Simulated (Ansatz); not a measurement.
Geometry optimisation, RKS PBE/def2-SVP in Ansatz 0.2.0.

input.yaml

```yaml
crystal:
  periodic: [false, false, false]
  atoms:
    - { symbol: F, position_ang: [2.14003, -2.56558, 1.32897] }
    - { symbol: C, position_ang: [1.24712, -1.88793, 0.59843] }
    - { symbol: Si, position_ang: [0.64579, -0.27977, 0.47478] }
    - { symbol: Al, position_ang: [-0.92561, 1.20229, -0.53974] }
    - { symbol: H, position_ang: [-0.74077, 2.02681, -1.86211] }
    - { symbol: H, position_ang: [-2.36657, 1.50419, -0.00034] }
basis:
  gaussian: { orbitals: def2-SVP }
hamiltonian:
  xc: pbe
relax:
  f_tol: 0.015
  max_steps: 40
output:
  orbitals: {}
```

Run as:

```bash
$ ansatz run input.yaml --threads 1 --pin off --max-ram 2048MiB --backend cpu --events-out ev --progress --plain --runs-dir out
```

**Question.** Where does it end, and by what steps?

**Answer.** The forces met the threshold. After 23 steps the energy has fallen by 1.695 eV; F1 moved furthest, 2.15 Å. Joined: C2–Al4.

```json
{"step": "0", "energy less start (eV)": "0.0000", "largest force component (eV/Å)": "1.351", "accepted": "yes"}
{"step": "1", "energy less start (eV)": "-0.3552", "largest force component (eV/Å)": "1.272", "accepted": "yes"}
{"step": "2", "energy less start (eV)": "-0.4862", "largest force component (eV/Å)": "1.147", "accepted": "yes"}
{"step": "3", "energy less start (eV)": "-0.6347", "largest force component (eV/Å)": "0.774", "accepted": "yes"}
{"step": "4", "energy less start (eV)": "-0.7285", "largest force component (eV/Å)": "1.269", "accepted": "yes"}
{"step": "5", "energy less start (eV)": "-0.8267", "largest force component (eV/Å)": "0.840", "accepted": "yes"}
{"step": "6", "energy less start (eV)": "-0.9044", "largest force component (eV/Å)": "0.435", "accepted": "yes"}
{"step": "7", "energy less start (eV)": "-1.0128", "largest force component (eV/Å)": "0.606", "accepted": "yes"}
{"step": "8", "energy less start (eV)": "-1.1287", "largest force component (eV/Å)": "0.659", "accepted": "yes"}
{"step": "9", "energy less start (eV)": "-1.2617", "largest force component (eV/Å)": "0.499", "accepted": "yes"}
{"step": "10", "energy less start (eV)": "-1.3695", "largest force component (eV/Å)": "0.458", "accepted": "yes"}
{"step": "11", "energy less start (eV)": "-1.4216", "largest force component (eV/Å)": "0.710", "accepted": "yes"}
{"step": "12", "energy less start (eV)": "-1.4329", "largest force component (eV/Å)": "0.479", "accepted": "yes"}
{"step": "13", "energy less start (eV)": "-1.4806", "largest force component (eV/Å)": "0.244", "accepted": "yes"}
{"step": "14", "energy less start (eV)": "-1.5408", "largest force component (eV/Å)": "0.429", "accepted": "yes"}
{"step": "15", "energy less start (eV)": "-1.5922", "largest force component (eV/Å)": "0.522", "accepted": "yes"}
{"step": "16", "energy less start (eV)": "-1.6240", "largest force component (eV/Å)": "0.581", "accepted": "yes"}
{"step": "17", "energy less start (eV)": "-1.6501", "largest force component (eV/Å)": "0.584", "accepted": "yes"}
{"step": "18", "energy less start (eV)": "-1.6676", "largest force component (eV/Å)": "0.464", "accepted": "yes"}
{"step": "19", "energy less start (eV)": "-1.6931", "largest force component (eV/Å)": "0.117", "accepted": "yes"}
{"step": "20", "energy less start (eV)": "-1.6941", "largest force component (eV/Å)": "0.109", "accepted": "yes"}
{"step": "21", "energy less start (eV)": "-1.6949", "largest force component (eV/Å)": "0.017", "accepted": "yes"}
{"step": "22", "energy less start (eV)": "-1.6949", "largest force component (eV/Å)": "0.015", "accepted": "yes"}
{"step": "23", "energy less start (eV)": "-1.6949", "largest force component (eV/Å)": "0.004", "accepted": "yes"}
```

```xyz
6
Properties=species:S:1:pos:R:3
F 0.125 -1.864 1.040
C 0.742 -0.763 0.671
Si 1.907 0.462 0.430
Al -0.495 0.540 -0.464
H -0.445 1.959 -1.204
H -1.834 -0.334 -0.473
```

The run took 28 s on 1 thread of Intel(R) Xeon(R) 6975P-C (Granite Rapids), with other jobs on the host, peak memory 0.16 GiB.
